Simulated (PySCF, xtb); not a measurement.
VOF2, SMILES [O]=[V]([F])[F] (connectivity only; charge and spin as stated), neutral, multiplicity 2.

Harmonic wavenumbers (cm⁻¹) from GFN2-xTB (xtb) at its own minimum, in rising order: 173, 206, 272, 604, 738, 1030.

Q: What does PBE-D3(BJ)/def2-SVP run with PySCF give at its own minimum? (Estimate from the structure and the level; the computed values follow.)

A: 111, 207, 281, 694, 804, 1101. Paired by order, the mean absolute difference is 50 cm⁻¹ and the zero-point energies are 4.3 and 4.6 kcal/mol.
